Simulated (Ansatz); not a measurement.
Species: C5H7, net charge 0, doublet state. It need not be the lowest isomer of its formula. 
Geometry from a B3LYP-D3(BJ)/def2-TZVP (Ansatz, a program for electronic structure) optimisation:
```xyz
12

C      2.3239    -0.1307     0.2863
C      0.9850    -0.3228     0.2193
C      0.0643     0.6510    -0.2320
C     -1.3367     0.4958    -0.3188
C     -2.0681    -0.6043     0.0094
H      2.9902    -0.9057     0.6386
H      2.7720     0.8095    -0.0124
H      0.5919    -1.2849     0.5316
H      0.4759     1.6062    -0.5399
H     -1.8814     1.3582    -0.6908
H     -3.1433    -0.6064    -0.1002
H     -1.6153    -1.5109     0.3881
```
Charge 0, spin multiplicity 2.

Basis-set convergence of Hartree-Fock and CCSD(T) correlation energies (hartree) with Ansatz. Correlated levels leave the core frozen unless marked. Open shells are spin-unrestricted. Spin-orbit coupling is left out. Non-relativistic.

The UHF reference is spin-contaminated (<S^2> 0.42 over the pure value in the largest basis). 

| basis | functions | E(HF) | E(corr, CCSD(T)) |
|---|---|---|---|
| cc-pVDZ | 105 | -193.38268 | -0.71508 |
| cc-pVTZ | 248 | … | … |

Q: Some entries are withheld; supply them.

A: 
- cc-pVTZ, E(HF): -193.43434
- cc-pVTZ, E(corr, CCSD(T)): -0.85938
